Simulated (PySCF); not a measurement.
SMILES [OH+]=[SiH2] (charge +1), singlet, PBE0/def2-SVP optimised geometry. Atoms within 1.6 Å of the plane z = 0.0 Å (x, y, z in Å): O1 (-0.59, 1.18, 0.00), Si2 (0.04, -0.27, 0.00), H3 (-1.51, 1.47, 0.00), H4 (-0.82, -1.47, 0.00), H5 (1.51, -0.27, 0.00).

Level of theory: PySCF 2.14.0 with PBE0/def2-TZVP. Cells within 0.4 Å of a nucleus heavier than hydrogen are left out (blank, or x).

Map of the log10 of the electron density (e/bohr³), floored at −4 on the plane z = 0.0 Å:

```
|000000000000000000000000000|
|000000000000000000000000000|
|000000000000000000000000000|
|000000000111110000000000000|
|000000012233322100000000000|
|000001233445443210000000000|
|000002345666654321000000000|
|000013467788876431000000000|
|00001357999x986532110000000|
|0000135789xxx97543221000000|
|00001346789xx87654432100000|
|000002356789987666554210000|
|000001345678887777765320000|
|0000012356779xx888875421000|
|000001234667xxx888976421000|
|0000012456779x9888875421000|
|000001245778887777664320000|
|000001346788876665543210000|
|000001245788766544432100000|
|000000235677665433221000000|
|000000134555544321100000000|
|000000023344432110000000000|
|000000001222221000000000000|
|000000000011100000000000000|
|000000000000000000000000000|
|000000000000000000000000000|
|000000000000000000000000000|
```
Scale: ten equal steps from -4.00 (start of '0') to -0.213 (end of '9'), in the order '0123456789'; x runs from -4.00 to 4.00, y from -4.00 (bottom) to 4.00 (top).
